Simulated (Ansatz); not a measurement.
Energy profile

The step: AlHCl₂ ([Cl][AlH][Cl]) + H₂O + H₂O → AlHCl₂O ([OH][Al]([Cl])[Cl]) + H₂O + H₂; bonds formed: H2–H7, H5–O8; dative contacts that become bonds: Al1–O6; bonds broken: Al1–H2, H5–O6, H7–O8 (atoms numbered as in the saddle structure below).

```
10
angstrom
Al -1.0577 -0.1203 -0.6085
H 0.2242 0.9073 -1.0758
Cl -1.0203 -1.6762 -2.0278
Cl -2.8169 1.0203 -0.4246
H 0.9252 -0.0556 0.9914
O -0.3981 -0.6038 0.9672
H 0.9954 0.7662 -0.3779
O 1.7012 0.5082 0.5494
H -0.9636 -0.6642 1.7374
H 2.4106 -0.0821 0.2689
```

Electronic energies by CCSD(T) at an estimated basis limit (MP2 extrapolated from triple and quadruple zeta, plus CCSD(T) − MP2 in triple zeta), on PBE0-D4/def2-TZVP structures; AlH$_{5}$Cl$_{2}$O$_{2}$, singlet; no counterpoise correction. Ansatz 0.2.0; basis: def2-TZVPP and def2-QZVPP; cores frozen in the correlated methods. Extrapolation: Hartree–Fock as exp(−7.88 √X), correlation as X^−2.97.

Question: Give the profile in kcal/mol, counted from the separated reactants. (Judge from chemistry; the value comes from the calculation.)

Answer: Computed:
```
                                                                                                                                               point  kcal/mol
     separated: AlHCl$_{2}$ (linked as [Cl][AlH][Cl]; Al1, H2, Cl3, Cl4; singlet) + H$_{2}$O (H5, O6, H9; singlet) + H$_{2}$O (H7, O8, H10; singlet)      0.00
                                                                                                                                     start structure    -38.50
                                                                                                                                              saddle    -23.57
                                                                                                                                       end structure    -36.46
separated: AlHCl$_{2}$O (linked as [OH][Al]([Cl])[Cl]; Al1, Cl3, Cl4, O6, H9; singlet) + H$_{2}$ (H2, H7; singlet) + H$_{2}$O (H5, O8, H10; singlet)    -26.74
```
The saddle lies below the separated reactants: the barrier is submerged.

The T1 diagnostic stays at or below 0.010.

The step is the kind of ligand exchange by which a precursor binds to a hydroxyl group, or is hydrolysed, in atomic layer deposition of oxides.

For scale, one of the runs: CCSD(T)/def2-TZVPP, 258 basis functions, launched by `ansatz run in.yaml --threads 8 --pin off --events-out ev --progress --plain --max-ram 19148MiB`. Time: 64 s of wall clock on 8 CPU threads of a Oxide Virtual Turin-like; the host was shared. Peak host memory: 5.7 GiB.
